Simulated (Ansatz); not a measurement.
```yaml
crystal:
  periodic: [false, false, false]
  atoms:
    - {symbol: C, position_ang: [-1.825635, -0.456110, 0.601376]}
    - {symbol: B, position_ang: [-0.330251, -0.204841, 0.953684]}
    - {symbol: C, position_ang: [0.846942, -0.616502, 0.035462]}
    - {symbol: Si, position_ang: [1.355711, 0.829591, -1.026348]}
    - {symbol: F, position_ang: [0.091614, 1.359577, -1.859987]}
    - {symbol: H, position_ang: [-2.353730, -0.908208, 1.448582]}
    - {symbol: H, position_ang: [-2.001536, -1.058973, -0.291480]}
    - {symbol: H, position_ang: [-2.314570, 0.517113, 0.457167]}
    - {symbol: H, position_ang: [-0.074329, 0.400730, 1.961821]}
    - {symbol: H, position_ang: [0.621292, -1.441588, -0.647855]}
    - {symbol: H, position_ang: [1.765768, -0.838749, 0.593812]}
    - {symbol: H, position_ang: [2.389994, 0.424011, -2.009774]}
    - {symbol: H, position_ang: [1.849232, 1.959350, -0.201760]}
basis:
  gaussian: {orbitals: pcseg-2}
total_charge: 1
magnetization: {spin_polarized: true, initial_magnetization: 1}
hamiltonian: {xc: {name: TPSS}}
output: {forces: true}
```

```sh
$ ansatz run in.yaml --threads 4 --pin off --events-out ev --progress --plain --max-ram 10444MiB
```

(1) How does Ansatz answer? (Estimate.)

## Answers

(1) Ansatz gave: The program refused the input.
```
Error: YAML parse error: error: line 21 column 19: hamiltonian.xc: no functional is named "TPSS"; the names, which are not case-sensitive, are SVWN5, SPW92, PBE, PBE0, PBEsol, revPBE, revPBE0, RPBE, rPW86-PBE, HSE06, wPBEh, LC-wPBE, HISS, HF, BLYP, B3LYP, B3LYP5, BHLYP, CAM-B3LYP, r2SCAN, r2SCANh, r2SCAN0, r2SCAN50, m-r2SCAN, B97, wB97, wB97X, wB97X-V, B97M-V, wB97M-V, B2PLYP, B2GP-PLYP, PBE0-DH, PBE-QIDH
19 | total_charge: 1
20 | magnetization: {spin_polarized: true, initial_magnetization: 1}
21 | hamiltonian: {xc: {name: TPSS}}
22 | output: {forces: true}
```

HSE06 is defined as in plane-wave codes.
